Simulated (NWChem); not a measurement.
Species: C₂H₃NO₂Si; SMILES C1=NC([SiH2]O1)=O

```xyz
9

O     -0.2915     2.1884     0.0000
C      0.0101     1.0268     0.0000
N      1.3366     0.5457     0.0000
C      1.3841    -0.7362     0.0000
O      0.3158    -1.5385     0.0000
Si    -1.1117    -0.5594     0.0000
H      2.3406    -1.2756     0.0000
H     -1.8891    -0.8404     1.2330
H     -1.8891    -0.8404    -1.2330
```
Atoms are numbered in this order, from 1.

Level: PBE0/def2-SVP (NWChem), optimised geometry, unscaled harmonic frequencies. 

```json
[
 {"frequency (cm⁻¹)": "141", "IR intensity (km/mol)": "2.1"},
 {"frequency (cm⁻¹)": "339", "IR intensity (km/mol)": "3.6"},
 {"frequency (cm⁻¹)": "376", "IR intensity (km/mol)": "1.3"},
 {"frequency (cm⁻¹)": "435", "IR intensity (km/mol)": "27.2"},
 {"frequency (cm⁻¹)": "473", "IR intensity (km/mol)": "12.3"},
 {"frequency (cm⁻¹)": "670", "IR intensity (km/mol)": "33.5"},
 {"frequency (cm⁻¹)": "677", "IR intensity (km/mol)": "11.5"},
 {"frequency (cm⁻¹)": "698", "IR intensity (km/mol)": "25.9"},
 {"frequency (cm⁻¹)": "724", "IR intensity (km/mol)": "0.7"},
 {"frequency (cm⁻¹)": "755", "IR intensity (km/mol)": "8.1"},
 {"frequency (cm⁻¹)": "847", "IR intensity (km/mol)": "7.5"},
 {"frequency (cm⁻¹)": "943", "IR intensity (km/mol)": "129.7"},
 {"frequency (cm⁻¹)": "1012", "IR intensity (km/mol)": "0.3"},
 {"frequency (cm⁻¹)": "1071", "IR intensity (km/mol)": "132.0"},
 {"frequency (cm⁻¹)": "1257", "IR intensity (km/mol)": "293.5"},
 {"frequency (cm⁻¹)": "1381", "IR intensity (km/mol)": "47.3"},
 {"frequency (cm⁻¹)": "1660", "IR intensity (km/mol)": "421.5"},
 {"frequency (cm⁻¹)": "1863", "IR intensity (km/mol)": "206.0"},
 {"frequency (cm⁻¹)": "2279", "IR intensity (km/mol)": "46.9"},
 {"frequency (cm⁻¹)": "2295", "IR intensity (km/mol)": "81.2"},
 {"frequency (cm⁻¹)": "3195", "IR intensity (km/mol)": "10.3"}
]
```

- zero-point energy: 33.0 kcal/mol
- thermal correction to the enthalpy at 298.15 K (with zero-point energy): 37.0 kcal/mol
- heat capacity Cv: 19.8 cal/(mol K)
- entropy at 298.15 K and 1 atm (symmetry number 1): 75.0 cal/(mol K)
- dipole moment: 3.56 D

Rigid rotor and harmonic oscillator.
